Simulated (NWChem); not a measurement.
System: NH4 cation; SMILES [NH4+]

The following NWChem deck was run.

```
start job
memory heap 200 mb stack 900 mb global 1100 mb
charge 1
geometry units angstroms noautosym nocenter noautoz
  N      0.000000     0.000000     0.000000
  H     -0.590962    -0.590962    -0.590962
  H      0.590962     0.590962    -0.590962
  H     -0.590962     0.590962     0.590962
  H      0.590962    -0.590962     0.590962
end
basis spherical
  N library def2-svp
  H library def2-svp
end
dft
  xc xpbe96 cpbe96
  iterations 150
end
tddft
  cis
  nroots 6
end
task tddft energy
```

Output (shortened):

```
             Northwest Computational Chemistry Package (NWChem) 7.3.0
             --------------------------------------------------------

                             Geometry "geometry" -> ""
                             -------------------------

 Output coordinates in angstroms (scale by  1.889725989 to convert to a.u.)

  No.       Tag          Charge          X              Y              Z
 ---- ---------------- ---------- -------------- -------------- --------------
    1 N                    7.0000     0.00000000     0.00000000     0.00000000
    2 H                    1.0000    -0.59096200    -0.59096200    -0.59096200
    3 H                    1.0000     0.59096200     0.59096200    -0.59096200
    4 H                    1.0000    -0.59096200     0.59096200     0.59096200
    5 H                    1.0000     0.59096200    -0.59096200     0.59096200

 Effective nuclear repulsion energy (a.u.)      16.3752187520

  pbe96 is a nonlocal functional; adding pw91lda local functional.

                                 NWChem DFT Module
                                 -----------------

 Summary of "ao basis" -> "ao basis" (spherical)
 ------------------------------------------------------------------------------
       Tag                 Description            Shells   Functions and Types
 ---------------- ------------------------------  ------  ---------------------
 N                          def2-svp                 6       14   3s2p1d
 H                          def2-svp                 3        5   2s1p

            General Information
            -------------------
          SCF calculation type: DFT
          Wavefunction type:  closed shell.
          No. of atoms     :     5
          No. of electrons :    10
           Alpha electrons :     5
            Beta electrons :     5
          Charge           :     1
          Spin multiplicity:     1
          Use of symmetry is: off; symmetry adaption is: off
          Maximum number of iterations: 150
          AO basis - number of functions:    34
                     number of shells:    18
          Convergence on energy requested:  1.00D-06
          Convergence on density requested:  1.00D-05
          Convergence on gradient requested:  5.00D-04

              XC Information
              --------------
          PerdewBurkeErnzerhof Exchange Functional  1.000
            Perdew 1991 LDA Correlation Functional  1.000 local
           PerdewBurkeErnz. Correlation Functional  1.000 non-local

[...]

                                NWChem TDDFT Module
                                -------------------

            General Information
            -------------------
           No. of orbitals :      68
            Alpha orbitals :      34
             Beta orbitals :      34
        Alpha frozen cores :       0
         Beta frozen cores :       0
     Alpha frozen virtuals :       0
      Beta frozen virtuals :       0
         Spin multiplicity :       1
    Number of AO functions :      34
        Use of symmetry is : off
      Symmetry adaption is : off
         Schwarz screening :  0.10D-07

              XC Information
              --------------
   PerdewBurkeErnzerhof Exchange Functional   1.00
     Perdew 1991 LDA Correlation Functional   1.00 local
    PerdewBurkeErnz. Correlation Functional   1.00 non-local

             TDDFT Information
             -----------------
          Calculation type : Tamm-Dancoff TDDFT
         Wavefunction type : Restricted singlets & triplets
          No. of electrons :      10
           Alpha electrons :       5
            Beta electrons :       5
              No. of roots :       6
          Max subspacesize :    5200
            Max iterations :     100
               Target root :       1
           Target symmetry : none
      Symmetry restriction : off
                 Algorithm : Optimal
        Davidson threshold :  0.10D-03

    6 smallest eigenvalue differences (eV)
--------------------------------------------------------
  No. Spin  Occ  Vir  Irrep   E(Occ)    E(Vir)   E(Diff)
--------------------------------------------------------
    1    1    5    6 a        -0.772    -0.237    14.575
    2    1    4    6 a        -0.772    -0.237    14.575
    3    1    3    6 a        -0.772    -0.237    14.575
    4    1    5    7 a        -0.772    -0.159    16.695
    5    1    4    7 a        -0.772    -0.159    16.695
    6    1    3    7 a        -0.772    -0.159    16.695
--------------------------------------------------------

  Entering Davidson iterations
  Restricted singlet excited states

  Iter   NTrls   NConv    DeltaV     DeltaE      Time
  ----  ------  ------  ---------  ---------  ---------
    1      6       0     0.24E+00   0.10+100        0.6
    2     12       0     0.68E-01   0.80E-01        0.6
    3     18       0     0.20E-01   0.25E-01        0.6
    4     24       3     0.19E-01   0.27E-03        0.6
    5     27       5     0.52E-02   0.27E-03        0.4
    6     28       6     0.62E-04   0.22E-04        0.3
  ----  ------  ------  ---------  ---------  ---------
  Convergence criterion met

  Ground state a         -56.778516839759 a.u.

  ----------------------------------------------------------------------------
  Root   1 singlet a              0.550206878 a.u.               14.9719 eV
  ----------------------------------------------------------------------------
     Transition Moments    X -0.34132   Y -0.21715   Z  0.43692
     Dipole Oscillator Strength                    0.1300512989
     Electric Quadrupole                           0.0000002244
     Magnetic Dipole                               0.0000000000
     Total Oscillator Strength                     0.1300515232

[...]
```

Level: PBE/def2-SVP, TDA. Structure relaxed at the PBE0-D3(BJ)/def2-TZVP level.
